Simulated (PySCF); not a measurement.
# Radial density of Be⁺ (beryllium, charge +1)

UHF, [He] 2p1, 2P determinant (an excited configuration). Calculation: PySCF 2.14, in x2c-QZVPPall (7s4p2d1f, 36 functions); scalar relativity by spin-free X2C-1e.

| r (bohr) | 4πr²ρ (e/bohr) | 4πr²(ρα − ρβ) |
| --- | --- | --- |
| 0.00744 | 0.02278 | -0.0001 |
| 0.0125 | 0.06162 | -0.0002 |
| 0.0211 | 0.1623 | -0.0005 |
| 0.0354 | 0.4088 | -0.0011 |
| 0.0596 | 0.9535 | -0.0026 |
| 0.100 | 1.959 | -0.0050 |
| 0.169 | 3.267 | -0.0066 |
| 0.283 | 3.882 | 0.0017 |
| 0.477 | 2.692 | 0.0410 |
| 0.802 | 0.8895 | 0.1500 |
| 1.35 | 0.3836 | 0.3366 |
| 2.27 | 0.3744 | 0.3742 |
| 3.82 | 0.1184 | 0.1184 |
| 6.42 | 0.004201 | 0.0042 |
| 10.8 | 1.004e-05 | 0.0000 |

Densities and radii are taken from the X2C orbitals without a picture-change correction, which distorts them close to the nucleus.

(1) Where is the radial spin density 4πr²(ρα − ρβ) most negative, and why is it negative at all?

## Answers

(1) Around r = 0.169 bohr, down to -0.0066 e/bohr: exchange with the open shell polarises the paired shells in an unrestricted calculation.
